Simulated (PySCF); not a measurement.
SnBr, SMILES [Br][Sn+] (connectivity only; charge and spin as stated), charge +1, multiplicity 1.

Geometry optimised at B3LYP-D3(BJ)/def2-TZVP. The multiplicity is an assumed one; other spin states were not compared. The def2 effective core potentials stand for the cores of Sn; spin–orbit coupling is left out.

All values below come from B3LYP-D3(BJ)/def2-TZVP (PySCF 2.14.0).

Frequencies are harmonic and unscaled.

Computed normal modes with their intensities:
```json
[
 {"mode": "1", "ν (cm⁻¹)": "291", "IR (km/mol)": "32.5", "moving atoms (share of kinetic energy)": "Br 60 %, Sn 40 %"}
]
```
